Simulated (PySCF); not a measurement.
# Assigning NMR signals

Geometry:
```tsv
atom	x (Å)	y (Å)	z (Å)
N1	4.029	-0.547	0.493
C2	3.295	0.374	-0.354
C3	1.832	0.299	-0.268
C4	0.624	0.203	-0.166
C5	-0.796	0.097	-0.052
C6	-1.377	-0.891	0.763
C7	-2.760	-0.990	0.870
C8	-3.585	-0.110	0.169
C9	-3.018	0.872	-0.641
C10	-1.636	0.979	-0.754
H11	3.755	-1.504	0.275
H12	3.766	-0.399	1.466
H13	3.614	1.405	-0.117
H14	3.600	0.212	-1.402
H15	-0.729	-1.578	1.309
H16	-3.199	-1.762	1.507
H17	-4.671	-0.191	0.255
H18	-3.659	1.564	-1.193
H19	-1.188	1.747	-1.388
```

PySCF 2.14.0 with density-fitted response routines calculation with geometry: PBE0-D3(BJ)/def2-SVP and shielding tensors at KT2/pcSseg-1 (GIAO); one conformer, no relativistic terms, equivalent nuclei averaged, gas phase.

Referencing at the same level of theory: ¹³C (σ = 183.22 ppm) and ¹H (σ = 31.18 ppm) vs TMS.

Q: Assign these signals to the numbered atoms. ¹³C{¹H} NMR (computed): δ 127.0, 122.9, 121.9, 118.6, 92.6, 83.7, 37.7.

A: 
| δ (ppm) | atoms | environment | reason |
| --- | --- | --- | --- |
| 127.0 | C6/C10 | aromatic CH | the aromatic region |
| 122.9 | C7/C9 | aromatic CH | – |
| 121.9 | C8 | aromatic CH | – |
| 118.6 | C5 | substituted aromatic carbon | – |
| 92.6 | C3 | alkyne carbon | the triple bond shields along its axis, which puts it between sp3 and sp2 carbons |
| 83.7 | C4 | alkyne carbon | – |
| 37.7 | C2 | propargylic sp3 CH2 bonded to N | the inductive effect lowers its shielding |

C7/C9 and C8 lie closer than the usual error of such a calculation, so a measured spectrum could show them in the other order.

Q: Assign these signals to the numbered atoms. ¹H NMR (400 MHz, computed): δ 7.16 (m, 2H), 7.05 (m, 2H), 7.00 (m, 1H), 3.84 (s, 2H), 0.50 (br s, 2H).

A: 
| δ (ppm) | atoms | environment | reason |
| --- | --- | --- | --- |
| 7.16 | H15/H19 | hydrogen on an aromatic CH | ring-current deshielding |
| 7.05 | H16/H18 | hydrogen on an aromatic CH | – |
| 7.00 | H17 | hydrogen on an aromatic CH | – |
| 3.84 | H13/H14 | hydrogen on a propargylic sp3 CH2 bonded to N | its carbon carries N, an electronegative neighbour |
| 0.50 | H11/H12 | hydrogen on an amine nitrogen | labile proton, position sensitive to the medium |

H15/H19 and H16/H18; H16/H18 and H17 lie closer than the usual error of such a calculation, so a measured spectrum could show them in the other order.

OH and NH positions are those of a molecule without intermolecular hydrogen bonds; in solution they move with solvent, concentration and temperature, and exchange usually removes their couplings. Shifts are as computed. Against solution values, carbons near 30 ppm lie about +2 ppm off and those near 130 ppm about -5 ppm. Of 1211 compounds with measured shifts, 218 miss one by over three times the rms of a fit or turn the order of signals round; such compounds aren't used in these exercises. Multiplicities follow the n + 1 count of equivalent neighbours, as no J values were calculated; m marks all less simple cases, F and P coupling included.
